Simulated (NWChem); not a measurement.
# MgSi₂H₆; SMILES [SiH3][Mg][SiH3]

```xyz
9

Mg    -0.0002     0.0000     0.0001
Si    -0.0006     2.5926     0.0003
H     -1.2542     3.1842     0.6080
H      0.0996     3.1850    -1.3888
H      1.1520     3.1852     0.7820
Si    -0.0007    -2.5926     0.0002
H      0.9028    -3.1852    -1.0596
H     -1.3706    -3.1843    -0.2525
H      0.4651    -3.1849     1.3128
```
Atoms are numbered in this order, from 1.

All runs: NWChem. Pople sets run with spherical d functions. All runs use the structure optimised with PBE-D3(BJ)/def2-SVP. Ions are spin-unrestricted doublets at the neutral geometry; other ion states weren't tried. Functional: LC-ωPBE (HJS hole) with 6-31G*; rows give the range parameter ω in 1/bohr.

| range parameter (1/bohr) | vertical ionisation energy, ΔSCF (eV) | −ε(HOMO) (eV) | ΔSCF minus −ε(HOMO) (eV) |
|---|---|---|---|
| 0.10 | 8.18 | 6.98 | 1.20 |
| 0.15 | 8.27 | 7.52 | 0.75 |
| 0.20 | 8.36 | 7.96 | 0.40 |
| 0.30 | 8.53 | 8.58 | -0.05 |
| 0.60 | 8.78 | 9.37 | -0.59 |
